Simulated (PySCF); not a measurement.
## Dipole moment and polarisability of `C=N[SiH2]N(C)C`

Species: C₃H₁₀N₂Si.
Structure used (PBE0-D3(BJ)/def2-SVP), in Å, numbered top down from 1:
```
atom  x, y, z in Å
C1     3.1522    0.1234   -0.5785
N2     2.0212    0.5760   -0.2592
Si3    0.8884   -0.1027    0.8931
N4    -0.6455   -0.1914    0.1068
C5    -1.1794    0.9492   -0.5961
C6    -1.6023   -1.2297    0.3840
H7     3.6076   -0.7995   -0.1561
H8     3.7764    0.6431   -1.3310
H9     0.9567    0.8273    2.0678
H10    1.2226   -1.4924    1.3483
H11   -1.6434    0.6393   -1.5509
H12   -1.9539    1.4868   -0.0121
H13   -0.3742    1.6583   -0.8379
H14   -1.1138   -2.0904    0.8653
H15   -2.0721   -1.5933   -0.5494
H16   -2.4218   -0.8941    1.0517
```

Level: CAM-B3LYP/def2-SVPD (PySCF), static field, nuclei fixed, core orbitals frozen in the response. The polarisability tensor in these axes (au):

```
x   97.79 -0.34 -4.29
y   -0.34 73.45 -4.18
z   -4.29 -4.18 72.57
```

Give the principal values, the mean and the anisotropy Δα = √{½[(α1 − α2)² + (α2 − α3)² + (α1 − α3)²]}.

Principal values 68.40, 76.91 and 98.50 au; mean 81.27 au = 12.04 Å³ = 13.40 × 10⁻⁴⁰ C²·m²/J; Δα = 26.88 au (33 % of the mean).

What is the dipole moment, and where does it point?

(0.26, -0.92, -0.20) D, 0.98 D in size, pointing from the negative to the positive side. Measured along this direction, the outermost atoms are H12 at the negative end and H7 at the positive end.

Give the eigenvalues of the traceless quadrupole moment Θ = ½Σq(3rr − r²1), origin at the centre of nuclear charge.

-4.65, -3.04, 7.69 D·Å. The values depend on the origin, since the dipole doesn't vanish. The electronic extent ⟨r²⟩ about the same centre is 910 bohr², a root-mean-square distance of 2.13 Å for the 56 electrons.

Along which axes do the principal values lie, and how far do the nuclei extend along each?

Largest value along (0.99, 0.01, -0.17), where the nuclei span 6.53 Å; middle along (-0.12, 0.77, -0.63), 3.98 Å; least along (0.12, 0.64, 0.76), 3.89 Å. 

In a dilute gas of rigid molecules at 350 K, how does the orientational term μ²/3kT compare with the electronic polarisability?

In Gaussian units μ²/3kT = 6.62 Å³ against 12.04 Å³, a ratio of 0.55; the Debye molar polarisation (4π/3)N_A(α + μ²/3kT) is 47.1 cm³/mol, leaving out the vibrational part.

What depolarisation ratio follows for Rayleigh scattering of linearly polarised light, taking the static tensor?

ρ = 3Δα²/(45ᾱ² + 4Δα²) = 2167.0/(297217 + 2889.3) = 0.00722.

The structure is a single PBE0-D3(BJ)/def2-SVP conformer in the gas phase; no vibrational or solvent corrections.
